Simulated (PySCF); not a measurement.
**2,2-dimethylpentane: 4 charge schemes on one density**

Compound: 2,2-dimethylpentane, C₇H₁₆.
Geometry (GFN2-xTB, Å), atoms numbered from 1 in this order:
```
atom  x, y, z in Å
C1     2.9591    0.0150    0.4642
C2     1.5033   -0.4023    0.6396
C3     0.5851    0.4079   -0.2732
C4    -0.9157    0.0767   -0.1841
C5    -1.1804   -1.3802   -0.5710
C6    -1.4526    0.3352    1.2254
C7    -1.6588    0.9886   -1.1670
H8     3.0866    1.0688    0.7035
H9     3.2812   -0.1428   -0.5631
H10    3.6053   -0.5660    1.1188
H11    1.2167   -0.2533    1.6814
H12    1.4106   -1.4649    0.4113
H13    0.9088    0.2589   -1.3067
H14    0.7175    1.4681   -0.0415
H15   -2.2513   -1.5679   -0.6101
H16   -0.7597   -1.5996   -1.5499
H17   -0.7464   -2.0644    0.1532
H18   -1.2306    1.3525    1.5401
H19   -2.5319    0.2001    1.2450
H20   -1.0162   -0.3524    1.9450
H21   -1.3069    0.8252   -2.1833
H22   -2.7278    0.7889   -1.1396
H23   -1.5007    2.0349   -0.9142
```

Density: PBE0/pcSseg-1 (PySCF); schemes: Mulliken, IAO, Hirshfeld and ESP-fitted. Geometry: GFN2-xTB, one conformer, isolated molecule.

Task: Give the atomic charges in each scheme.

Result: In e:

```tsv
atom	environment	Mulliken	IAO	Hirshfeld	ESP-fitted
C1	methyl carbon	-0.254	-0.413	-0.117	-0.450
C2	chain CH2 carbon	-0.270	-0.247	-0.066	+0.247
C3	chain CH2 carbon	-0.130	-0.250	-0.067	-0.199
C4	quaternary sp3 carbon	-0.623	+0.060	+0.029	+0.630
C5	methyl carbon	-0.151	-0.416	-0.120	-0.467
C6	methyl carbon	-0.151	-0.416	-0.120	-0.461
C7	methyl carbon	-0.140	-0.414	-0.119	-0.644
H8	methyl hydrogen	+0.106	+0.134	+0.037	+0.107
H9	methyl hydrogen	+0.106	+0.134	+0.037	+0.108
H10	methyl hydrogen	+0.111	+0.139	+0.039	+0.100
H11	methylene hydrogen	+0.117	+0.127	+0.035	-0.024
H12	methylene hydrogen	+0.117	+0.127	+0.035	-0.026
H13	methylene hydrogen	+0.105	+0.120	+0.032	+0.032
H14	methylene hydrogen	+0.105	+0.120	+0.032	+0.032
H15	methyl hydrogen	+0.106	+0.134	+0.038	+0.106
H16	methyl hydrogen	+0.104	+0.132	+0.037	+0.103
H17	methyl hydrogen	+0.111	+0.133	+0.036	+0.087
H18	methyl hydrogen	+0.104	+0.132	+0.037	+0.101
H19	methyl hydrogen	+0.106	+0.134	+0.037	+0.105
H20	methyl hydrogen	+0.111	+0.133	+0.036	+0.084
H21	methyl hydrogen	+0.104	+0.133	+0.037	+0.138
H22	methyl hydrogen	+0.105	+0.132	+0.037	+0.154
H23	methyl hydrogen	+0.104	+0.133	+0.037	+0.138
```

Mean size of the charges over all atoms: ESP-fitted 0.198 e, IAO 0.187 e, Mulliken 0.150 e, Hirshfeld 0.053 e. Each set sums to the total charge, 0, to within 0.001 e. The ESP scheme fits charges at the nuclei, held to the total charge, to the electrostatic potential on points at 1.4 to 2.0 times the van der Waals radii.

Lowest charge. The schemes don't all agree: Mulliken C4 (-0.623); IAO C5 and C6 (-0.416); Hirshfeld C5 and C6 (-0.120); ESP-fitted C7 (-0.644).

Highest charge. The schemes don't all agree: Mulliken H11 and H12 (+0.117); IAO H10 (+0.139); Hirshfeld H10 (+0.039); ESP-fitted C4 (+0.630).

Task: How closely do the schemes follow one another over all atoms?

Result: Correlation coefficient and root-mean-square difference: IAO with Hirshfeld 1.00, 0.156 e; Hirshfeld with ESP-fitted 0.79, 0.226 e; IAO with ESP-fitted 0.77, 0.175 e; Mulliken with IAO 0.62, 0.178 e; Mulliken with Hirshfeld 0.58, 0.158 e; Mulliken with ESP-fitted 0.05, 0.322 e.

Task: How many electrons does the IAO scheme count on C6?

Result: Z − q = 6 − (-0.416) = 6.416.

Task: Sum the charges by element.

Result: 
```json
{"element": "C", "atoms": "7", "Mulliken": "-1.719", "IAO": "-2.096", "Hirshfeld": "-0.579", "ESP-fitted": "-1.345"}
{"element": "H", "atoms": "16", "Mulliken": "+1.720", "IAO": "+2.096", "Hirshfeld": "+0.579", "ESP-fitted": "+1.345"}
```
